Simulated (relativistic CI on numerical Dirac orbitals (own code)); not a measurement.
Computed by Dirac-Coulomb-Breit CI, KLI orbitals optimised for each configuration, model QED (radiative potential, 1s self-energy scaled to tabulated hydrogen-like ionisation energies), unscaled Slater integrals (own radial code, finite nucleus).

CI space: 1s2, 1s.2s, 1s.2p, 1s.3s, 1s.3p, 1s.3d, 1s.4s, 1s.4p, 1s.4d, 1s.4f, 1s.5s, 1s.5p, 1s.5d, 1s.5f, 1s.5g, 1s.6s, 1s.6p, 1s.6d. Levels of other configurations are missing.

At this charge energies of transitions that change n are usually good to better than 1 %, and those within a shell (Δn = 0) to a few per cent.

Outline of the computed level scheme of Mo XLI. Lowest level of each configuration: 1s2 1S_0 at 0.0 eV; 1s.2s 3S_1 at 17848.2 eV; 1s.2p 3P°_0 at 17903.6 eV; 1s.3s 3S_1 at 21187.0 eV; 1s.3p 3P°_0 at 21202.3 eV; 1s.3d 3D_2 at 21247.7 eV; 1s.4s 3S_1 at 22343.5 eV; 1s.4p 3P°_0 at 22349.7 eV; 1s.4d 3D_2 at 22368.8 eV.

Some strong electric-dipole decays among the lowest 27 levels: 1s.2p 1P°_1 → 1s2 1S_0 (2.7e+15 s⁻¹); 1s.2p 3P°_1 → 1s2 1S_0 (9.1e+14 s⁻¹); 1s.3p 1P°_1 → 1s2 1S_0 (7.4e+14 s⁻¹); 1s.4p 1P°_1 → 1s2 1S_0 (3.0e+14 s⁻¹); 1s.3p 3P°_1 → 1s2 1S_0 (2.5e+14 s⁻¹); 1s.3d 3D_3 → 1s.2p 3P°_2 (1.8e+14 s⁻¹); 1s.3d 1D_2 → 1s.2p 1P°_1 (1.6e+14 s⁻¹); 1s.3d 3D_2 → 1s.2p 3P°_1 (1.5e+14 s⁻¹).

LS names give the leading component of a level, which can be under half, so a name can repeat, a term be missing and a line seem to break the LS rules.
